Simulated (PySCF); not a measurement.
Computed shifts of a molecule C₃H₇AlO₂, PBE0/pcSseg-1 run with PySCF, GIAO, gas phase, equivalent atoms averaged, in ppm (number of nuclei): ¹³C: 148.9 (1), 118.5 (1), 16.7 (1). ¹H: 6.40 (1), 5.43 (1), 5.29 (1), 2.87 (1), 2.04 (1), 1.89 (1), 1.70 (1). References: ¹³C against TMS (σ = 186.3 ppm); ¹H against TMS (σ = 31.56 ppm); ¹⁷O against H2O (σ = 334.2 ppm), references at their B3LYP-D3(BJ)/def2-TZVP geometries, non-relativistic. Geometry optimised at B3LYP-D3(BJ)/def2-SVP. One conformer was computed; it need not be the lowest.

Problem. Which molecule gave these data?
A. C=C[CH2][Al]([OH])[OH]
B. [CH3][AlH][O]C(C)=O
C. C=[CH][Al]([OH])[O]C

Solution. A, C=C[CH2][Al]([OH])[OH]
